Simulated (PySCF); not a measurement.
# Reading the logs of faulty runs: Ge2H7NSi

These are calculations, not measurements. The program is PySCF 2.14.0, an open-source quantum chemistry code, run on an isolated molecule that a program drew, which may never have been made. The molecule is Ge2H7NSi (charge 0, singlet), drawn as the SMILES string `N=[Si]([GeH3])[GeH3]`.

Each row is a Hartree-Fock (HF) and frozen-core CCSD(T) single point in the cc-pV(D+d)Z basis, meant for a local HF minimum. Run 1 is clean. Each other run has one planted mistake out of seven kinds, and not every kind appears here: one electron removed, one electron added, multiplicity raised by two, geometry at a saddle point, minimal basis STO-3G, one bond length entered in bohr, all coordinates scaled. The reference is restricted for singlets and unrestricted otherwise, and also for a bond in bohr. Adding or removing an electron swaps singlet and doublet. Electrons count all cores. HOMO and LUMO are orbital energies over both spins, the gradient is its largest component, and the lowest frequency (negative if imaginary) is given only where the gradient is small. Bond lengths are over the 10 bonds as drawn. T1 is the CCSD diagnostic: over 0.02 (restricted) or 0.045 (unrestricted) a single reference is doubtful. Germanium has the cc-pVDZ-PP basis, with a core potential (ECP10MDF) in place of its 10 inner electrons, and its 3s, 3p and 3d shells are frozen in CCSD(T).

Geometry of the clean run:
```xyz
11
Ge2H7NSi, angstrom
N    -0.7435    0.3399   -0.0289
Si    0.0804   -0.7708    0.7447
Ge    1.5325   -0.3917    2.6435
Ge   -0.1522   -3.0228   -0.0613
H    -0.7051    1.3084    0.2407
H     1.0400   -1.2015    3.8482
H     2.9575   -0.8486    2.3113
H     1.5454    1.0961    3.0011
H     1.2202   -3.5669   -0.4753
H    -1.1039   -3.0426   -1.2535
H    -0.6944   -3.9184    1.0589
```

```
run,electrons,basis functions,<S^2>,HOMO (eV),LUMO (eV),gradient (hartree/bohr),lowest frequency (cm^-1),mean bond (Å),longest bond (Å),T1,HF (hartree),CCSD(T) (hartree),mistake
1,92,118,0.000,-9.57,1.54,6.0e-06,23,1.6602,2.420,0.0177,-934.17222,-934.71468,no fault
2,92,118,0.000,-9.59,1.61,1.4e-02,-,1.6370,2.386,0.0172,-934.17010,-934.70964,all coordinates scaled
3,91,118,0.796,-15.33,-5.18,6.5e-02,-,1.6602,2.420,0.0468,-933.90034,-934.40206,one electron removed
4,93,118,0.779,-0.31,7.36,3.8e-02,-,1.6602,2.420,0.0170,-934.14935,-934.69777,?
```

**Which mistake was planted in run 4, and what did it cost?**

It counts 93 electrons, one more than the clean run, at the same geometry and basis. So the mistake is: one electron added. Subtracting run 1 and multiplying by 627.51 kcal/mol a hartree, the energy moved by 14.4 kcal/mol in HF and 10.6 kcal/mol in CCSD(T).

Cautions from the logs. Run 3: T1 is over the limit, so its CCSD(T) energy is less reliable; run 4: the added electron raises the CCSD(T) energy, so it isn't bound in this basis.
